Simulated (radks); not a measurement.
The numbers below are computed, except where a source is named.
Question: Radial electron density D(r) = 4 pi r^2 rho(r) of an atom or ion with 44 electrons. Level of theory: scalar-relativistic Kohn-Sham, LDA (Slater exchange, Perdew-Zunger correlation), spin-polarised, spherical densities, point nucleus (a radial shooting solver on a logarithmic mesh with Libxc functionals).

```
   r/bohr * D(r) (the largest magnitude, 71, reaches the edge; | marks zero)
 0.003635 |      *
 0.004848 |          *
 0.006518 |                *
 0.008763 |                        *
  0.01178 |                                *
  0.01584 |                                       *
   0.0213 |                                           *
  0.02863 |                                          *
   0.0385 |                                      *
  0.05176 |                                      *
  0.06903 |                                             *
  0.09281 |                                                      *
   0.1248 |                                                   *
   0.1678 |                                      *
   0.2255 |                                     *
   0.3032 |                                           *
   0.4077 |                                 *
   0.5481 |               *
    0.737 |          *
   0.9829 |           *
    1.322 |       *
    1.777 |   *
    2.389 |*
    3.212 *
    4.318 *
    5.805 *
    7.805 *
    10.49 *
```

What is the nuclear charge?

Answer: Z = 45. The innermost maximum, from 1s, lies near gamma/Z bohr with gamma = sqrt(1 - (Z/c)^2) = 0.945, here 0.021 bohr (found: 0.0229), and its height grows with Z. The density is that of the rhodium ion Rh+ in [Kr] 4d7.75 5p0.25; the configuration itself is not fixed sharply by these data, and Z only to a few units. D(r) has 4 maxima, at r = 0.0229, 0.101, 0.308, 0.922 bohr, and minima at 0.0455, 0.200, 0.714 bohr, inside which lie 2.01, 11.15, 29.11 electrons.
